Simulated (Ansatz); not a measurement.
The cluster Cu₅O₄⁺. The state is a singlet with charge 1. Geometry PBE0-D4/def2-SVP.

```xyz
9

Cu    0.620    1.983   -0.921
Cu    1.240   -1.006   -1.620
Cu    0.582   -0.013    0.574
Cu   -1.579    1.013    1.284
Cu   -0.959   -1.975    0.587
O    -2.005   -0.706    1.246
O     0.798   -1.772    0.015
O     0.067    1.752    0.839
O     1.237    0.724   -2.004
```

B3LYP takes the VWN-RPA correlation. HSE06 is defined as in plane-wave codes, on full-range PBE exchange. The restricted singlet is unstable towards broken spin symmetry in Hartree–Fock (as tested in another run); at HF/STO-3G this wasn't settled. The restricted singlet is unstable towards broken spin symmetry at other levels; at PBE-D4/def2-TZVP, B3LYP-D4/def2-TZVP, PBE0-D4/def2-SVP, HSE06-D4/def2-TZVP this wasn't settled. The structure comes from a short search, and lower isomers may exist.

Task: Estimate the orbital energies around the gap (eV) in Ansatz with HF/STO-3G, PBE-D4/def2-TZVP, B3LYP-D4/def2-TZVP, PBE0-D4/def2-SVP, HSE06-D4/def2-TZVP.

Result: 
```tsv
orbital	HF/STO-3G	PBE-D4/def2-TZVP	B3LYP-D4/def2-TZVP	PBE0-D4/def2-SVP	HSE06-D4/def2-TZVP
HOMO−13	-16.59	-12.03	-13.75	-13.90	-13.61
HOMO−12	-16.37	-11.94	-13.72	-13.87	-13.58
HOMO−11	-16.26	-11.92	-13.70	-13.81	-13.53
HOMO−10	-15.88	-11.88	-13.67	-13.75	-13.49
HOMO−9	-15.67	-11.85	-13.58	-13.63	-13.40
HOMO−8	-15.55	-11.75	-13.31	-13.33	-13.13
HOMO−7	-15.40	-11.67	-13.26	-13.32	-13.07
HOMO−6	-15.24	-11.12	-12.34	-12.35	-12.09
HOMO−5	-15.21	-11.10	-12.32	-12.32	-12.09
HOMO−4	-15.12	-10.83	-12.19	-12.25	-12.01
HOMO−3	-14.58	-10.77	-12.17	-12.15	-11.93
HOMO−2	-11.04	-10.63	-11.85	-11.77	-11.55
HOMO−1	-9.29	-10.43	-11.74	-11.72	-11.49
HOMO	-8.09	-10.36	-11.52	-11.46	-11.25
LUMO	-4.21	-10.30	-9.97	-9.58	-10.07
LUMO+1	-3.13	-9.97	-9.58	-9.16	-9.68
LUMO+2	-2.42	-7.43	-6.67	-5.98	-6.62
LUMO+3	-2.20	-6.32	-5.59	-4.85	-5.51
LUMO+4	-1.11	-6.19	-5.50	-4.84	-5.45
LUMO+5	-0.01	-5.44	-4.76	-4.10	-4.68
```
